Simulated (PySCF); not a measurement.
Compound: Si6H12.
SMILES with atom numbers: `[SiH2:1]1[SiH2:2][SiH2:3][SiH2:4][SiH2:5][SiH2:6]1`

Geometry (PBE0-D3(BJ)/def2-SVP, Å), atoms numbered from 1 in this order:
```xyz
18
Si6H12 angstrom
Si    -1.332    1.297   -1.253
Si     0.738    2.065   -0.457
Si     2.204    0.239   -0.291
Si     1.327   -1.294    1.255
Si    -0.737   -2.065    0.447
Si    -2.205   -0.240    0.291
H     -1.119    0.600   -2.562
H     -2.278    2.437   -1.469
H      1.301    3.120   -1.357
H      0.545    2.655    0.906
H      2.305   -0.428   -1.628
H      3.571    0.689    0.121
H      2.274   -2.432    1.479
H      1.105   -0.594    2.561
H     -1.301   -3.128    1.338
H     -0.538   -2.645   -0.919
H     -2.303    0.421    1.632
H     -3.574   -0.688   -0.120
```

NICS is the negative of the GIAO shielding at a point without a nucleus: at the ring centre (0) and 1 Å above and below it (1); zz is the component along the ring normal. Level: GIAO CAM-B3LYP/pcSseg-1 (PySCF, non-relativistic, gas phase) on the PBE0-D3(BJ)/def2-SVP geometry, one conformer.

Ring bond lengths (Å): Si1–Si2 2.347, Si2–Si3 2.347, Si3–Si4 2.347, Si4–Si5 2.347, Si5–Si6 2.347, Si6–Si1 2.347.

Q: Give the NICS values of each ring in ppm.

A: 
```
                   ring                                                type  NICS(0)  NICS(1), two faces  NICS(1)zz, two faces  rms pucker (Å)  centre to ring atoms, mean (Å)
Si1–Si2–Si3–Si4–Si5–Si6  6-membered ring with 6 Si; formal bonds all single     -2.3         -1.9 / -1.9             4.7 / 4.7            0.41                            2.24
```

Q: What can be read from them?

A: 
- Si1–Si2–Si3–Si4–Si5–Si6: mean NICS(1)zz 4.7 ppm, deshielded. Si1, Si2, Si3, Si4, Si5, Si6 have four or more neighbours, so the value isn't read as a sign of a π ring current.

Q: What is the mean of the two in-plane components of NICS at the second NICS(1) probe listed for ring Si1–Si2–Si3–Si4–Si5–Si6, 1 Å off the ring?

A: The isotropic value is a third of the trace: (3 × -1.9 − (4.7))/2 = -5.2 ppm.

Q: How do the values depend on the level or the medium?

A: 
| level | NICS(0), Si1–Si2–Si3–Si4–Si5–Si6 | mean NICS(1)zz, Si1–Si2–Si3–Si4–Si5–Si6 |
| --- | --- | --- |
| CAM-B3LYP/pcSseg-1, gas | -2.3 | 4.7 |
| PBE0/pcSseg-1, gas | -2.6 | 4.7 |
| B97-2/pcSseg-1, gas | -2.5 | 4.7 |
| BHandHLYP/pcSseg-1, gas | -2.4 | 4.6 |
| LC-wPBE/pcSseg-1, gas | -2.6 | 4.6 |
| WP04/pcSseg-1, gas | -2.0 | 4.4 |
| wB97X-D/pcSseg-1, gas | -2.4 | 4.7 |
| PBE0/6-311+G(2d,p), gas | -1.9 | 5.8 |

The geometry is the same throughout.
